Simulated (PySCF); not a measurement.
Atoms are numbered as in `[CH2:1]=[C:2]1[CH2:3][NH:4][Si@H:5]1[C:6]([CH3:7])=[O:8]` (H(Xn): hydrogen on atom n). Ha(C1) is cis to C3; Ha(C3) is cis to C6 on the ring; Hb(C1) is trans to C3; Hb(C3) is trans to C6 on the ring.

[PySCF: structure optimised with GFN2-xTB; GIAO PBE0/pcSseg-1 shieldings; a single conformation; relativity neglected; one averaged value for each set of equivalent atoms; no solvent]

Shifts are taken against calculated references (same method and geometry level): ¹³C and ¹H and ²⁹Si vs TMS; ¹⁵N vs NH3; ¹⁷O vs H2O.

| atoms | nucleus | count | Hirshfeld charge | δ (ppm) |
| --- | --- | --- | --- | --- |
| Hb(C3) | ¹H | 1 | 0.04 | 4.74 |
| Si5 | ²⁹Si | 1 | 0.39 | -29.3 |
| C7 | ¹³C | 1 | -0.13 | 39.3 |
| Ha(C1) | ¹H | 1 | 0.05 | 5.96 |
| H(C7) | ¹H | 3 | 0.05 | 2.71 |
| Ha(C3) | ¹H | 1 | 0.04 | 4.58 |
| N4 | ¹⁵N | 1 | -0.25 | 34.7 |
| O8 | ¹⁷O | 1 | -0.23 | ? |
| H(N4) | ¹H | 1 | 0.11 | 0.74 |
| C3 | ¹³C | 1 | -0.03 | ? |
| C6 | ¹³C | 1 | 0.08 | 245.4 |
| C2 | ¹³C | 1 | -0.09 | ? |
| Hb(C1) | ¹H | 1 | 0.05 | 5.78 |
| H(Si5) | ¹H | 1 | -0.08 | ? |
| C1 | ¹³C | 1 | -0.10 | ? |

Problem. Fill in the missing shifts.

Solution. 
- C2: 160.6 ppm, fully substituted alkene carbon; an sp2 carbon of a C=C bond
- C1: 130.0 ppm, terminal =CH2 carbon; an sp2 carbon of a C=C bond
- C3: 60.2 ppm, allylic sp3 CH2 bonded to N; deshielded by the electronegative neighbour
- H(Si5): 5.31 ppm, hydrogen on a silicon bonded to 2 C, N, in a 4-membered ring
- O8: 866.1 ppm, carbonyl oxygen

OH and NH positions are those of a molecule without intermolecular hydrogen bonds; in solution they move with solvent, concentration and temperature, and exchange usually removes their couplings. Shifts are as computed. Against solution values, carbons near 30 ppm lie about +3 ppm off and those near 130 ppm about +5 ppm. Of 1309 compounds with measured shifts, 239 miss one by over three times the rms of a fit or turn the order of signals round; such compounds aren't used in these exercises. Unscaled 17O shifts of doubly bonded oxygen tend to come out too high, by tens of ppm or more. Experimental scales use liquid or dissolved standards, which lie at an offset from isolated NH3 (liquid NH3: subtract about 20 ppm) and H2O (liquid H2O: subtract about 36 ppm).
